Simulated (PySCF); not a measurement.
## Interval between two levels of I⁺ by level of theory

I⁺ [Kr] 4d10 5s2 5p4 [3P2, M_J = 2] → I⁺ [Kr] 4d10 5s1 5p5 [3P2, M_J = 2], as a difference of total energies. Computed with PySCF 2.14 in x2c-SVPall-2c with one added diffuse shell each of s, p type (7s9p4d, 54 functions), with the two-component X2C-1e Hamiltonian. Correlated levels: [Ar] 3d10 frozen; the 6 highest virtual spinors dropped. "Screened" scales the spin-orbit matrix elements by Boettger's factors to mimic the two-electron term; Breit and QED terms are absent.

```tsv
method	interval between two levels (cm⁻¹)
GHF (spin-free)	96893
GMP2 (spin-free)	89831
GHF (screened spin-orbit)	98111
GMP2 (screened spin-orbit)	90865
```

The spin-free rows relax to the high-spin LS determinant and lack the spin-orbit shift.

Errors of the correlated levels include the incompleteness of this basis and the frozen core.

The labels give the starting determinants; with spin-orbit coupling the two ends relaxed to ⟨J²⟩ = 6.02, ⟨L²⟩ = 2.36, ⟨S²⟩ = 1.86 and ⟨J²⟩ = 6.02, ⟨L²⟩ = 2.03, ⟨S²⟩ = 2.03.

For comparison: 81908 cm⁻¹ (measured; NIST Handbook of Basic Atomic Spectroscopic Data (Sansonetti and Martin, J. Phys. Chem. Ref. Data 34, 1559 (2005))).
